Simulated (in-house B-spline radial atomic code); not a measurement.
The numbers below are computed, except where a source is named.
**Making a Troullier-Martins s channel for V, r_c = 0.82 bohr**

V, [Ar] 3d3 4s2, non-relativistic LDA (VWN5), spherical and spin-unpolarised, from a B-spline radial code for spherical atoms (atomic units). The all-electron 3s level is ε = -2.526904 hartree, its outermost node lies just inside 0.39 bohr and its outer maximum at 0.82 bohr.

Inside r_c the pseudo-orbital is u(r) = r^1 exp(p(r)), with p = c0 + c2 r² + c4 r⁴ + … + c12 r¹². The seven coefficients follow from p and its first four derivatives at r_c, from zero curvature of the screened potential at the origin, c4 = −c2²/(2l + 5), and from the norm inside r_c. At r_c the all-electron orbital has P = 1.139316, P' = 0.04663685, the screened potential V = -5.900931, V' = 15.01764, V'' = -50.45683, and the norm inside is Q = 0.3715043.

Question: What are p, p' and p'' at r_c?

Answer: p = ln(P/r_c^1) = ln(1.139316/0.82) = 0.32888. p' = P'/P − 1/r_c = 0.04093 − 1.21951 = -1.17858. The radial equation gives p'' = 2(V − ε) − 2(1) p'/r_c − p'² = -6.74805 − (-2.87458) − 1.38905 = -5.26252. Differentiating, p''' = 2V' + 2(1)p'/r_c² − 2(1)p''/r_c − 2p'p'' = 26.961, and p'''' = 2V'' − 4(1)p'/r_c³ + 4(1)p''/r_c² − 2(1)p'''/r_c − 2p''² − 2p'p''' = -181.26.

For a trial c2 the five matching conditions are linear in c0, c6, c8, c10 and c12, and c2 is varied until the norm inside r_c equals Q. The root nearest zero gives:

```tsv
n	c_n
0	-0.2221122
2	2.978127
4	-1.773848
6	-8.951931
8	16.19665
10	-10.71406
12	2.529137
```

Question: Check c4 and p(r_c), and find the screened pseudopotential at the origin.

Answer: −c2²/5 = -1.77385, as listed. The terms c_n r_c^n are -0.22211, 2.00249, -0.80200, -2.72145, 3.31082, -1.47263, 0.23374, which sum to 0.32888. Inverting the radial equation, V_l(r) = ε + 1 p'/r + (p'' + p'²)/2, so V_l(0) = ε + (2l + 3) c2 = -2.526904 + 3 × (2.97813) = 6.4075 hartree, finite where the all-electron potential diverges.

Orbitals and screened potentials:

```csv
r (bohr),P,u,V all-electron,V pseudo
0.082,0.05545,0.06699,-214.7,6.397
0.205,-0.6008,0.1854,-63.08,6.024
0.328,-0.2737,0.3513,-30.87,4.171
0.451,0.3331,0.5844,-18.21,0.03556
0.574,0.8083,0.8553,-11.86,-4.899
0.697,1.064,1.066,-8.204,-7.158
0.82,1.139,1.139,-5.901,-5.901
```

Logarithmic derivatives P'/P at R = 1.12 bohr, for energies E around ε:

```tsv
E − ε (hartree)	all-electron	pseudo
-0.5	-0.427251	-0.42845
-0.25	-0.762796	-0.763155
-0.1	-0.985284	-0.985348
0	-1.14385	-1.14385
0.1	-1.31155	-1.31163
0.25	-1.58237	-1.58291
0.5	-2.09501	-2.09769
```

Question: With P(R) = 0.9350166 and a norm of 0.7124627 inside R, what slope in energy does norm conservation fix?

Answer: d(P'/P)/dE = −2 × (norm inside R)/P(R)² = -1.6299 per hartree·bohr at E = ε, for both atoms, since orbital and norm agree at R. Differences over ±0.1 hartree give -1.6313 (all-electron) and -1.6314 (pseudo), which also hold third-order terms. Half a hartree below ε the two curves differ by -0.0012.
